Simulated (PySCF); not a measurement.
C3H15BSi3, SMILES [SiH2]([Si](C)(C)C)[SiH2]B, GFN2-xTB optimised geometry.

```
22

B     -1.71    -3.55     3.25
Si    -0.83    -2.75     1.74
Si    -1.14    -0.42     1.82
Si    -0.33     0.79     0.00
C     -0.90     0.00    -1.64
C      1.59     0.79     0.00
C     -0.91     2.62     0.00
H     -2.84    -3.85     3.21
H     -1.17    -3.68     4.28
H     -1.29    -3.16     0.40
H      0.64    -2.94     1.63
H     -0.56     0.10     3.07
H     -2.58    -0.14     2.01
H     -1.99     0.03    -1.73
H     -0.49     0.50    -2.51
H     -0.60    -1.04    -1.69
H      1.97    -0.22    -0.05
H      1.98     1.25     0.90
H      1.99     1.34    -0.85
H     -0.57     3.14     0.89
H     -0.54     3.16    -0.86
H     -1.99     2.68    -0.02
```

Density from PBE0/def2-SVP (PySCF) at that geometry.

Minimum of the electron density along straight lines between bonded atoms, close to the bond critical point (lines longer than 1.1 times the sum of covalent radii, or with two minima, are not listed):

```json
[
 {"bond": "B1–Si2", "length / Å": "1.930", "ρ at the minimum / e bohr⁻³": "0.116", "∇²ρ there / e bohr⁻⁵": "0.14", "position (fraction from the first atom)": "0.62"},
 {"bond": "Si4–C5", "length / Å": "1.911", "ρ at the minimum / e bohr⁻³": "0.109", "∇²ρ there / e bohr⁻⁵": "0.31", "position (fraction from the first atom)": "0.38"},
 {"bond": "Si4–C6", "length / Å": "1.912", "ρ at the minimum / e bohr⁻³": "0.108", "∇²ρ there / e bohr⁻⁵": "0.31", "position (fraction from the first atom)": "0.38"},
 {"bond": "Si4–C7", "length / Å": "1.915", "ρ at the minimum / e bohr⁻³": "0.108", "∇²ρ there / e bohr⁻⁵": "0.30", "position (fraction from the first atom)": "0.38"},
 {"bond": "B1–H8", "length / Å": "1.172", "ρ at the minimum / e bohr⁻³": "0.181", "∇²ρ there / e bohr⁻⁵": "-0.16", "position (fraction from the first atom)": "0.43"},
 {"bond": "B1–H9", "length / Å": "1.172", "ρ at the minimum / e bohr⁻³": "0.181", "∇²ρ there / e bohr⁻⁵": "-0.16", "position (fraction from the first atom)": "0.43"},
 {"bond": "Si2–H10", "length / Å": "1.478", "ρ at the minimum / e bohr⁻³": "0.112", "∇²ρ there / e bohr⁻⁵": "0.31", "position (fraction from the first atom)": "0.49"},
 {"bond": "Si2–H11", "length / Å": "1.477", "ρ at the minimum / e bohr⁻³": "0.112", "∇²ρ there / e bohr⁻⁵": "0.31", "position (fraction from the first atom)": "0.49"},
 {"bond": "Si3–H12", "length / Å": "1.475", "ρ at the minimum / e bohr⁻³": "0.113", "∇²ρ there / e bohr⁻⁵": "0.31", "position (fraction from the first atom)": "0.49"},
 {"bond": "Si3–H13", "length / Å": "1.476", "ρ at the minimum / e bohr⁻³": "0.113", "∇²ρ there / e bohr⁻⁵": "0.31", "position (fraction from the first atom)": "0.49"},
 {"bond": "C5–H14", "length / Å": "1.086", "ρ at the minimum / e bohr⁻³": "0.272", "∇²ρ there / e bohr⁻⁵": "-0.97", "position (fraction from the first atom)": "0.62"},
 {"bond": "C5–H15", "length / Å": "1.087", "ρ at the minimum / e bohr⁻³": "0.271", "∇²ρ there / e bohr⁻⁵": "-0.96", "position (fraction from the first atom)": "0.62"},
 {"bond": "C5–H16", "length / Å": "1.086", "ρ at the minimum / e bohr⁻³": "0.272", "∇²ρ there / e bohr⁻⁵": "-0.97", "position (fraction from the first atom)": "0.62"},
 {"bond": "C6–H17", "length / Å": "1.086", "ρ at the minimum / e bohr⁻³": "0.272", "∇²ρ there / e bohr⁻⁵": "-0.97", "position (fraction from the first atom)": "0.62"},
 {"bond": "C6–H18", "length / Å": "1.086", "ρ at the minimum / e bohr⁻³": "0.272", "∇²ρ there / e bohr⁻⁵": "-0.97", "position (fraction from the first atom)": "0.62"},
 {"bond": "C6–H19", "length / Å": "1.087", "ρ at the minimum / e bohr⁻³": "0.271", "∇²ρ there / e bohr⁻⁵": "-0.96", "position (fraction from the first atom)": "0.62"},
 {"bond": "C7–H20", "length / Å": "1.087", "ρ at the minimum / e bohr⁻³": "0.272", "∇²ρ there / e bohr⁻⁵": "-0.97", "position (fraction from the first atom)": "0.62"},
 {"bond": "C7–H21", "length / Å": "1.087", "ρ at the minimum / e bohr⁻³": "0.271", "∇²ρ there / e bohr⁻⁵": "-0.96", "position (fraction from the first atom)": "0.62"},
 {"bond": "C7–H22", "length / Å": "1.086", "ρ at the minimum / e bohr⁻³": "0.272", "∇²ρ there / e bohr⁻⁵": "-0.97", "position (fraction from the first atom)": "0.62"}
]
```
